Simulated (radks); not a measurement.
The numbers below are computed, except where a source is named.
Valence configurations of neutral calcium (all share [Ar]). Code: a radial shooting solver on a logarithmic mesh with Libxc functionals. Model: non-relativistic Kohn-Sham, r2SCAN, spin-polarised, spherical densities, point nucleus; open shells are filled with parallel spins first; meta-GGA in the generalised Kohn-Sham scheme. Energies are relative to 4s2; eigenvalues in eV for spin up.

\begin{tabular}{lrrrrr}
valence & E (eV) & moment (Bohr magnetons) & e(3d) & e(4p) & e(4s) \\ \hline
4s2 & 0.000 & 0 & - & - & -3.818 \\
3d0.5 4s1.5 & 0.988 & 1 & -1.146 & - & -3.804 \\
4s1.5 4p0.5 & 1.033 & 1 & - & -1.927 & -4.487 \\
3d0.5 4s1 4p0.5 & 1.530 & 2 & -1.613 & -1.799 & -4.261 \\
4s1 4p1 & 1.612 & 2 & - & -2.257 & -4.903 \\
3d1 4s1 & 1.740 & 2 & -0.840 & - & -3.797 \\
3d0.5 4s0.5 4p1 & 2.747 & 2 & -2.031 & -2.055 & -4.456 \\
3d1.5 4s0.5 & 3.193 & 2 & -0.768 & - & -3.558 \\
4p2 & 4.225 & 2 & - & -2.716 & - \\
3d2 & 4.535 & 2 & -0.784 & - & - \\
\end{tabular}

NIST lists [Ar] 4s2 as the ground configuration; this level of theory agrees among the configurations tried. The energies are those of spherical high-spin densities, not of single terms.
